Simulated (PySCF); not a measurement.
# Peak assignment

Geometry (Å), atoms numbered from 1 in this order:
```xyz
19

C     4.568    0.013    1.148
C     3.838   -0.701    0.485
Si    2.738   -1.780   -0.513
C     1.032   -1.142   -0.474
C    -0.109   -0.709   -0.436
C    -1.448   -0.167   -0.367
C    -1.690    1.317   -0.752
C    -2.715    1.401    0.393
C    -2.067    0.153    1.019
H     5.214    0.644    1.733
H     2.782   -3.159    0.052
H     3.242   -1.812   -1.916
H    -2.133   -0.815   -0.940
H    -0.793    1.920   -0.545
H    -2.025    1.520   -1.779
H    -3.736    1.194    0.040
H    -2.735    2.322    0.994
H    -2.716   -0.613    1.467
H    -1.280    0.417    1.740
```

Theoretical values (PySCF 2.14.0 with density-fitted response routines): geometry from PBE0-D3(BJ)/def2-SVP, shieldings: GIAO PBE0/pcSseg-1. Averaged over atoms made equivalent by symmetry, fast rotation or ring inversion, gas phase, no relativistic terms, a single conformation.

Scale: $^{13}$C, $^{1}$H vs TMS (reference shieldings calculated alike).

(1) Assign these signals to the numbered atoms. $^{13}$C{$^{1}$H} NMR (computed): δ 121.7, 103.5, 83.7, 79.7, 31.9, 27.3, 20.4.

(2) Assign these signals to the numbered atoms. $^{1}$H NMR (400 MHz, computed): δ 4.56 (d, 2H), 2.88 (m, 1H), 2.29 (t, 1H), 2.12 (m, 2H), 2.09 (m, 2H), 1.81 (m, 1H), 1.63 (m, 1H).

Results:

(1) 
121.7 → C5, alkyne carbon
103.5 → C1, terminal alkyne carbon: sp carbons lie upfield of alkene carbons because the cylindrical π system leaves one tensor component strongly shielded
83.7 → C2, alkyne carbon: sp carbons lie upfield of alkene carbons because the cylindrical π system leaves one tensor component strongly shielded
79.7 → C4, alkyne carbon
31.9 → C7/C9, sp3 CH2 in a ring: saturated and bonded to C and H only
27.3 → C6, propargylic sp3 CH: aliphatic region, no heteroatom directly attached
20.4 → C8, sp3 CH2 in a ring: a saturated carbon with 2 carbon neighbours and no heteroatom attached

(2) 
| δ (ppm) | atoms | environment | reason |
| --- | --- | --- | --- |
| 4.56 | H11/H12 | hydrogen on a silicon bonded to 2 C | – |
| 2.88 | H13 | hydrogen on a propargylic sp3 CH | – |
| 2.29 | H10 | hydrogen on a terminal alkyne carbon | it lies on the axis of the triple bond, in its shielding cone |
| 2.12 | H14/H19 | hydrogen on an sp3 CH2 in a ring | – |
| 2.09 | H15/H18 | hydrogen on an sp3 CH2 in a ring | – |
| 1.81 | H16 | hydrogen on an sp3 CH2 in a ring | far from electronegative atoms and π systems |
| 1.63 | H17 | hydrogen on an sp3 CH2 in a ring | – |

H14/H19 and H15/H18 lie closer than the usual error of such a calculation, so a measured spectrum could show them in the other order.

Shifts are as computed. Against solution values, carbons near 30 ppm lie about +2 ppm off and those near 130 ppm about +5 ppm. Of 1309 compounds with measured shifts, 239 miss one by over three times the rms of a fit or turn the order of signals round; such compounds aren't used in these exercises. Multiplicities follow the n + 1 count of equivalent neighbours, as no J values were calculated; m marks all less simple cases, F and P coupling included.
